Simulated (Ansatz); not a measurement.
Dissociation curve of MgH, doublet.

Levels: UKS-PBE = Ansatz (an electronic-structure program) with unrestricted PBE/aug-cc-pVTZ; ROCCSD(T) = CCSD(T) on ROHF/aug-cc-pVTZ, frozen core (Ansatz); UKS-CAM-B3LYP = unrestricted CAM-B3LYP/aug-cc-pVTZ in Ansatz; UCCSD(T) = Ansatz with CCSD(T) on UHF/aug-cc-pVTZ, frozen core; FCI = full CI/aug-cc-pVTZ, frozen core run with Ansatz.

Cost and accuracy over the 23 points of the scan, with FCI as yardstick. Costs are rough ratios of core time within Ansatz on shared cores, each with its mean field (Kohn-Sham runs search longer for lower solutions than correlated ones do); the miss is the largest error against full CI of the curve after the mean shift, in kcal/mol.

| level | relative cost | largest error |
|---|---|---|
| UKS-PBE | 1 | 2.0 |
| ROCCSD(T) | 1 | 0.2 |
| UKS-CAM-B3LYP | 1 | 2.3 |
| UCCSD(T) | 1 | 0.1 |

Costs within a factor of two of each other count as equal.

The T1 diagnostic of CCSD on the restricted reference of ROCCSD(T) exceeds 0.045 at 2.00 to 3.13 Å. The unrestricted determinant behind UCCSD(T) is spin-contaminated at 2.36 to 3.13 Å (<S²> up to 0.9, against 0.75 for a pure doublet).
